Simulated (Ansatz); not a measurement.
Reaction (redistribution): `[F][Ge]([F])([Cl])[I]` + `[Cl][Ge]([Cl])([Cl])[I]` → `[F][Ge]([F])([I])[I]` + germanium tetrachloride

Calculated with Ansatz (gas phase, PBE0-D4/def2-TZVP geometries, no zero-point term in ΔE). CCSD(T)/CBS adds triple-zeta CCSD(T) − MP2 to the extrapolated MP2 energy (def2 sets, frozen cores). Functionals use def2-TZVPP. Elements past krypton have def2 core potentials. For Ge, I outer-core shells are correlated without core-valence functions, which leaves a few kJ/mol of doubt a bond. Scalar relativity is left out up to krypton.

```
                   species  r2SCAN-D4 energy (Eh)
   `[F][Ge]([F])([Cl])[I]`            -3034.87167
 `[Cl][Ge]([Cl])([Cl])[I]`            -3755.55374
    `[F][Ge]([F])([I])[I]`            -2872.51045
`[Cl][Ge]([Cl])([Cl])[Cl]`            -3917.91506
```

Task: Work out ΔE.

Result: ΔE = (-2872.51045) + (-3917.91506) − (-3034.87167) − (-3755.55374) = -0.00010 Eh = -0.3 kJ/mol. CCSD(T)/CBS gives +1.6 kJ/mol.

Largest T1 diagnostic among the species: 0.011.

Leaving LDA and LC-ωPBE aside and taking each functional with its dispersion term where it has one, the values, not all of them listed here, spread over 1.4 kJ/mol, from B97M-V to PBE-QIDH.
